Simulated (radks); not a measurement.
Values are calculated unless marked as measured or tabulated.
Question: Cu2+, configuration [Ar] 3d(up 4.875, down 4.125) (fractional occupations, a model configuration). Code: a radial shooting solver on a logarithmic mesh with Libxc functionals. Model: non-relativistic Kohn-Sham, PBE, spin-polarised, spherical densities, point nucleus. Some entries of the table are withheld. Estimate them.

orbital,occ.,eigenvalue (eV),<r^2> (bohr^2),<1/r> (bohr^-1)
1s down,1,-8772.161,0.003751,28.51
1s up,1,-8772.160,0.003751,28.51
2s up,1,-1065.873,0.06715,6.192
2s down,1,-1065.411,0.06712,6.194
2p up,3,-937.5543,0.05293,6.154
2p down,3,-937.2145,0.05289,6.156
3s up,1,-136.9596,(1),1.965
3s down,1,-136.0956,(2),1.963
3p up,3,-97.0072,0.6621,(3)
3p down,3,-96.1554,0.6639,(4)
3d up,4.875,(5),1.094,1.467
3d down,4.125,(6),1.116,1.460

Answer: 
(1) 3s up <r^2> (bohr^2): 0.5986
(2) 3s down <r^2> (bohr^2): 0.5996
(3) 3p up <1/r> (bohr^-1): 1.837
(4) 3p down <1/r> (bohr^-1): 1.834
(5) 3d up eigenvalue (eV): -30.2180
(6) 3d down eigenvalue (eV): -29.4282
